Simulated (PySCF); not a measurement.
Two species compared at the same levels of theory.

First species: C₇H₁₂BF.
SMILES: `C=CC[C@@H]1CBC[C@@H]1F`

Second species: C7H12BF.
SMILES: `B[C@@H]1CCC=C[C@@]1(C)F`

Levels: PBE0/def2-SVPD for HOMO energy, LUMO energy, HOMO–LUMO gap and static isotropic polarisability; TDDFT PBE0/def2-SVPD for lowest singlet excitation; TDA PBE0/def2-SVPD for lowest triplet excitation (Tamm–Dancoff); ΔSCF PBE0/def2-SVPD for vertical ionisation energy. Geometries: PBE0-D3(BJ)/def2-SVP. Each structure is a single optimised conformer of the isolated species, non-relativistic unless stated; the electronic structure was computed with PySCF and density fitting.

Which has the higher HOMO–LUMO gap?

The first: 6.46 eV against 6.06 eV, a difference of 0.40 eV.

Which has the higher LUMO energy?

The first: -0.93 eV against -1.32 eV, a difference of 0.39 eV.

Which of the two has the higher vertical ionisation energy, and by how much?

The first: 9.33 eV against 9.28 eV, a difference of 0.05 eV.

Which of the two has the higher S1 energy, and by how much?

The first: 5.61 eV against 5.10 eV, a difference of 0.51 eV.

Which of the two has the higher static isotropic polarisability, and by how much?

The first: 95.5 au against 94.6 au, a difference of 0.9 au.

On the first: In wavenumbers S1 is 45300 cm⁻¹ (1 eV = 8065.54 cm⁻¹). The vertical singlet–triplet gap S1 − T1 is 1.30 eV (TDDFT singlet less Tamm–Dancoff triplet; S1: HOMO→LUMO, weight 0.87; T1: HOMO→LUMO+1, weight 0.91).

On the second: The ΔSCF ionisation energy exceeds −ε(HOMO) by 1.90 eV with PBE0. The polarisability is 14.01 Å³ as a volume (1 au = 0.148185 Å³), or 1.39 au for each of the 68 electrons.
